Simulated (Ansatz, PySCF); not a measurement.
GeHCl₃, SMILES [Cl][GeH]([Cl])[Cl].

Coordinates come from a r2SCAN-D4/def2-SVP optimisation. The isomer is the one that the SMILES or the coordinates give; other isomers of the formula were not compared.

Vertical ionisation energy (IE) and electron affinity (EA) in eV. Rows of orbital energies are one-electron estimates. Where ΔSCF, EOM or ADC give a negative EA the extra electron is unbound and the value depends on the basis.

```csv
level,IE,EA
"−ε(HOMO), −ε(LUMO), HF/def2-TZVP (PySCF)",12.76,-2.37
"−ε(HOMO), −ε(LUMO), PBE/def2-TZVP (PySCF)",7.94,2.55
"ΔSCF, PBE0/def2-SVPD (Ansatz), final states of multiplicity 2 and 2",11.52,0.05
"ΔSCF, PBE/def2-SVPD (Ansatz), final states of multiplicity 2 and 2",(withheld),(withheld)
```

**Question.** Some entries are withheld; supply them. (An estimate is asked for; the answer gives what the named calculation found.)

**Answer.** 
- ΔSCF, PBE/def2-SVPD (Ansatz, a first-principles code), final states of multiplicity 2 and 2, IE: 10.94
- ΔSCF, PBE/def2-SVPD (Ansatz), final states of multiplicity 2 and 2, EA: 0.22

**Question.** What vertical singlet–triplet gap does ΔSCF give with PBE0/def2-SVPD (Ansatz) and with PBE/def2-SVPD (Ansatz)? (An estimate is asked for; the answer gives what the named calculation found.)

**Answer.** 6.07 and 5.38 eV (triplet above singlet where positive).
